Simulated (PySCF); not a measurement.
PySCF input for B(Br)2(NH2) (BBr2H2N), SMILES NB(Br)Br, TDA-PBE/def2-SVPD. The structure is a stationary point at B3LYP-D3(BJ)/def2-SVP. The values are those of a single conformer.

```python
import numpy as np
from pyscf import gto, scf, dft, tdscf

mol = gto.M(
    atom='''
    B     0.00000000    0.00000000   -0.64491111
    Br    0.00000000    1.67691511    0.32272648
    Br    0.00000000   -1.67691511    0.32272647
    N     0.00000000    0.00000001   -2.03102308
    H     0.00000000   -0.85544702   -2.57456806
    H     0.00000000    0.85544703   -2.57456807
    ''',
    basis='def2-SVPD',
    charge=0,
    spin=0,
    symmetry=True,
    max_memory=1600,
    verbose=4,
)
mf = dft.RKS(mol, xc='pbe').density_fit(auxbasis='def2-universal-jkfit')
mf.grids.level = 3
mf.conv_tol = 1e-9
mf.max_cycle = 100
mf.kernel()
mf.grids = dft.Grids(mol).set(level=1).build(with_non0tab=True)  # coarser grid for the response kernel
td = tdscf.TDA(mf)
td.singlet = True
td.nstates = 10
td.conv_tol = 1e-4
td.positive_eig_threshold = 1e-6
td.kernel(x0=td.get_init_guess(mf, 15))
td.analyze()
tt = tdscf.TDA(mf)
tt.singlet = False
tt.nstates = 4
tt.conv_tol = 1e-4
tt.positive_eig_threshold = 1e-6
tt.kernel(x0=tt.get_init_guess(mf, 9))
tt.analyze(verbose=3)
```

Output:

```
PySCF version 2.14.0

[INPUT] verbose = 4
[INPUT] num. atoms = 6
[INPUT] num. electrons = 84
[INPUT] charge = 0
[INPUT] spin (= nelec alpha-beta = 2S) = 0
[INPUT] symmetry True subgroup None
[INPUT] Mole.unit = angstrom
[INPUT] Symbol           X                Y                Z      unit          X                Y                Z       unit  Magmom
[INPUT]  1 B      0.000000000000   0.000000000000  -0.644911110000 AA    0.000000000000   0.000000000000  -1.218705372589 Bohr   0.0
[INPUT]  2 Br     0.000000000000   1.676915110000   0.322726480000 AA    0.000000000000   3.168910292045   0.609864660345 Bohr   0.0
[INPUT]  3 Br     0.000000000000  -1.676915110000   0.322726470000 AA    0.000000000000  -3.168910292045   0.609864641448 Bohr   0.0
[INPUT]  4 N      0.000000000000   0.000000010000  -2.031023080000 AA    0.000000000000   0.000000018897  -3.838077373871 Bohr   0.0
[INPUT]  5 H      0.000000000000  -0.855447020000  -2.574568060000 AA    0.000000000000  -1.616560581875  -4.865228522453 Bohr   0.0
[INPUT]  6 H      0.000000000000   0.855447030000  -2.574568070000 AA    0.000000000000   1.616560600773  -4.865228541350 Bohr   0.0

nuclear repulsion = 424.084310898036
point group symmetry = C2v
symmetry origin: [0.00000000e+00 1.79973917e-09 2.24967357e-10]
symmetry axis x: [-1. -0. -0.]
symmetry axis y: [0.00000000e+00 1.00000000e+00 2.79588944e-09]
symmetry axis z: [ 0.00000000e+00 -2.79588944e-09  1.00000000e+00]
num. orbitals of irrep A1 = 54
num. orbitals of irrep A2 = 19
num. orbitals of irrep B1 = 23
num. orbitals of irrep B2 = 42
number of shells = 54
number of NR pGTOs = 246
number of NR cGTOs = 138
basis = def2-SVPD
ecp = {}


[settings echo left out]
init E= -5225.86695018475
HOMO (B2) = -0.293008715455452  LUMO (B1) = -0.0796922127703592  gap/eV = 5.80464
cycle= 1 E= -5227.66331278068  delta_E= -1.8  |g|= 0.438  |ddm|= 3.66
HOMO (B1) = -0.201923911631503  LUMO (B1) = -0.0208923436795647  gap/eV = 4.92612
cycle= 2 E= -5227.586352606  delta_E= 0.077  |g|= 0.708  |ddm|= 0.901
HOMO (B2) = -0.24102976829412  LUMO (B1) = -0.0479969160816096  gap/eV = 5.25269
cycle= 3 E= -5227.69135506659  delta_E= -0.105  |g|= 0.155  |ddm|= 0.661
HOMO (B2) = -0.254538907558929  LUMO (B1) = -0.0498991261350001  gap/eV = 5.56853
cycle= 4 E= -5227.69795461087  delta_E= -0.0066  |g|= 0.0202  |ddm|= 0.198
HOMO (B2) = -0.251900990726162  LUMO (B1) = -0.0492759941231942  gap/eV = 5.51371
cycle= 5 E= -5227.69804129418  delta_E= -8.67e-05  |g|= 0.00753  |ddm|= 0.038
HOMO (B2) = -0.252388506347501  LUMO (B1) = -0.0487674449290769  gap/eV = 5.54081
cycle= 6 E= -5227.69805136752  delta_E= -1.01e-05  |g|= 0.00339  |ddm|= 0.013
HOMO (B2) = -0.252446856805998  LUMO (B1) = -0.0491108709162891  gap/eV = 5.53305
cycle= 7 E= -5227.69805494455  delta_E= -3.58e-06  |g|= 0.000402  |ddm|= 0.00434
HOMO (B2) = -0.252425546932705  LUMO (B1) = -0.0491061992965736  gap/eV = 5.53260
cycle= 8 E= -5227.69805499176  delta_E= -4.72e-08  |g|= 7.85e-05  |ddm|= 0.000838
HOMO (B2) = -0.25242552511733  LUMO (B1) = -0.0491063635667701  gap/eV = 5.53260
cycle= 9 E= -5227.69805499356  delta_E= -1.8e-09  |g|= 1.33e-05  |ddm|= 0.000123
HOMO (B2) = -0.252426985315069  LUMO (B1) = -0.0491066892502361  gap/eV = 5.53263
cycle= 10 E= -5227.69805499359  delta_E= -2.64e-11  |g|= 3.78e-06  |ddm|= 2.21e-05
HOMO (B2) = -0.252426388071358  LUMO (B1) = -0.0491061153781613  gap/eV = 5.53263
Extra cycle  E= -5227.6980549936  delta_E= -1.18e-11  |g|= 4.62e-06  |ddm|= 1.28e-05
converged SCF energy = -5227.6980549936
tot grids = 29912
Overwritten attributes  positive_eig_threshold  of <class 'pyscf.tdscf.rks.TDA'>


******** <class 'pyscf.tdscf.rks.TDA'> for <class 'pyscf.df.df_jk.DFSymAdaptedRKS'> ********
nstates = 10 singlet
deg_eia_thresh = 1.000e-03
wfnsym = None
conv_tol = 0.0001
eigh lindep = 1e-12
eigh level_shift = 0
eigh max_cycle = 100


Excitation energies (eV)
[5.58345607 6.20304841 6.21909626 6.2993462  6.44987085 6.54805342
 6.59639118 6.93914338 6.99129089 7.06210317]

** Singlet excitation energies and oscillator strengths **
Excited State   1:   A2      5.58346 eV    222.06 nm  f=0.0000
      42 -> 43        0.70680
Excited State   2:   B2      6.20305 eV    199.88 nm  f=0.0123
      40 -> 43        0.15891
      42 -> 44        0.68686
Excited State   3:   B1      6.21910 eV    199.36 nm  f=0.0000
      39 -> 43        0.70594
Excited State   4:   B2      6.29935 eV    196.82 nm  f=0.1182
      40 -> 43        0.63229
      42 -> 44       -0.13896
      42 -> 45       -0.25120
Excited State   5:   B1      6.44987 eV    192.23 nm  f=0.0038
      41 -> 44        0.70533
Excited State   6:   A2      6.54805 eV    189.35 nm  f=0.0000
      40 -> 44       -0.70409
Excited State   7:   A1      6.59639 eV    187.96 nm  f=0.0569
      38 -> 43        0.12229
      39 -> 44        0.28127
      41 -> 43       -0.61072
Excited State   8:   A1      6.93914 eV    178.67 nm  f=0.1541
      39 -> 44       -0.63316
      41 -> 43       -0.23845
      42 -> 46        0.11642
Excited State   9:   B1      6.99129 eV    177.34 nm  f=0.0021
      41 -> 45        0.70270
Excited State  10:   B2      7.06210 eV    175.56 nm  f=0.1580
      40 -> 43       -0.20645
      42 -> 45       -0.64555

** Transition electric dipole moments (AU) **
state          X           Y           Z        Dip. S.      Osc.
  1        -0.0000      0.0000      0.0000      0.0000      0.0000
  2         0.0000     -0.2843     -0.0000      0.0808      0.0123
  3         0.0090      0.0000      0.0000      0.0001      0.0000
  4         0.0000      0.8752      0.0000      0.7659      0.1182
  5         0.1561      0.0000      0.0000      0.0244      0.0038
  6         0.0000     -0.0000     -0.0000      0.0000      0.0000
  7        -0.0000      0.0000     -0.5934      0.3522      0.0569
  8         0.0000     -0.0000     -0.9520      0.9063      0.1541
  9        -0.1109     -0.0000     -0.0000      0.0123      0.0021
 10        -0.0000     -0.9557      0.0000      0.9133      0.1580

** Transition velocity dipole moments (imaginary part, AU) **
state          X           Y           Z        Dip. S.      Osc.
  1        -0.0000      0.0000      0.0000      0.0000      0.0000
  2         0.0000     -0.0814      0.0000      0.0066      0.0194
  3        -0.0109      0.0000      0.0000      0.0001      0.0003
  4         0.0000      0.0855     -0.0000      0.0073      0.0210
  5         0.0257      0.0000      0.0000      0.0007      0.0019
  6        -0.0000     -0.0000     -0.0000      0.0000      0.0000
  7        -0.0000      0.0000     -0.0144      0.0002      0.0006
  8        -0.0000      0.0000     -0.1651      0.0273      0.0713
  9        -0.0776     -0.0000     -0.0000      0.0060      0.0156
 10        -0.0000     -0.1639      0.0000      0.0269      0.0690

** Transition magnetic dipole moments (imaginary part, AU) **
state          X           Y           Z
  1        -0.0000     -0.0000     -0.4651
  2        -0.5718     -0.0000      0.0000
  3        -0.0000     -0.5494      0.0000
  4         0.2954     -0.0000      0.0000
  5         0.0000     -0.6593     -0.0000
  6         0.0000     -0.0000     -0.6134
  7        -0.0000     -0.0000      0.0000
  8        -0.0000     -0.0000      0.0000
  9         0.0000     -0.2016      0.0000
 10         0.7027      0.0000     -0.0000


******** <class 'pyscf.tdscf.rks.TDA'> for <class 'pyscf.df.df_jk.DFSymAdaptedRKS'> ********
nstates = 4 triplet
deg_eia_thresh = 1.000e-03
wfnsym = None
conv_tol = 0.0001
eigh lindep = 1e-12
eigh level_shift = 0
eigh max_cycle = 100


Excitation energies (eV)
[5.40226938 5.45611083 5.67854644 6.08497384]

** Triplet excitation energies and oscillator strengths **
Excited State   1:   A1      5.40227 eV    229.50 nm  f=0.0000
Excited State   2:   A2      5.45611 eV    227.24 nm  f=0.0000
Excited State   3:   B2      5.67855 eV    218.34 nm  f=0.0000
Excited State   4:   B2      6.08497 eV    203.75 nm  f=0.0000
```

The run converged.

Cost: around 27 core-seconds (rough).
